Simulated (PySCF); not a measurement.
Zn(NH2)(SH) (H3NSZn), SMILES [NH2][Zn][SH].

Geometry optimised at B3LYP-D3(BJ)/def2-TZVP. The values are those of a single conformer.

Computed with TDDFT-PBE0/def2-SVPD (PySCF).

Vertical excitations. Gas-phase values at a fixed geometry. State labels are in the subgroup Cs.

```tsv
state	symmetry	energy (eV)	λ (nm)	f	main pairs
S1	A'	5.05	246	0.066	HOMO→LUMO 94 %
S2	A"	5.22	237	0.042	HOMO−1→LUMO 98 %
S3	A"	5.76	215	0.002	HOMO→LUMO+1 99 %
S4	A"	5.97	208	0.005	HOMO−1→LUMO+2 96 %
S5	A'	6.20	200	0.032	HOMO→LUMO+2 92 %
S6	A'	6.26	198	0.015	HOMO−1→LUMO+1 82 %, HOMO−2→LUMO 16 %
S7	A"	6.61	188	0.006	HOMO−1→LUMO+3 75 %, HOMO−1→LUMO+4 21 %
S8	A'	6.75	184	0.029	HOMO→LUMO+3 89 %
S9	A'	7.17	173	0.279	HOMO−2→LUMO 54 %, HOMO→LUMO+4 21 %
S10	A'	7.35	169	0.250	HOMO→LUMO+4 65 %, HOMO−2→LUMO 18 %
T1	A'	4.43	280	0	HOMO→LUMO 94 %
T2	A"	4.88	254	0	HOMO−1→LUMO 95 %
T3	A'	5.45	228	0	HOMO→LUMO+2 91 %
T4	A"	5.66	219	0	HOMO−1→LUMO+2 51 %, HOMO→LUMO+1 33 %
```
Triplets are in the Tamm–Dancoff approximation, which puts them higher than full response would, so one can lie above its singlet here.
